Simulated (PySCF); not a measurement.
PBE on Br⁻ (bromine, charge -1), [Kr], closed-shell 1S. All numbers are calculated (PySCF 2.14, a scalar-relativistic core potential, in aug-cc-pVQZ-PP with ECP10MDF).

```
cycle= 1 E= -416.932098499391  delta_E= -0.0112  |g|= 0.0896  |ddm|= 0.973
cycle= 2 E= -416.931476732141  delta_E= 0.000622  |g|= 0.0906  |ddm|= 0.275
cycle= 3 E= -416.93294068701  delta_E= -0.00146  |g|= 0.0143  |ddm|= 0.196
cycle= 4 E= -416.933072908396  delta_E= -0.000132  |g|= 0.00129  |ddm|= 0.0398
cycle= 5 E= -416.933074373481  delta_E= -1.47e-06  |g|= 1e-05  |ddm|= 0.00299
cycle= 6 E= -416.933074373541  delta_E= -5.93e-11  |g|= 3.32e-07  |ddm|= 5.87e-05
converged SCF energy = -416.933074373541  <S^2> = -3.1974423e-14  2S+1 = 1
```

Highest occupied orbital energy: 0.115 eV; ⟨L²⟩ = 0.00; populations by l: s 4.00, p 12.00, d 10.00, f 0.00.

(1) Can this result be used?

Answers

(1) With care. The run converged. Energies and moments cover only the electrons outside the core potential. At PBE the highest occupied level has a positive energy, so only the finite basis holds that electron; in a semilocal or global hybrid functional this comes from self-interaction and does not mean that the real anion is unbound.
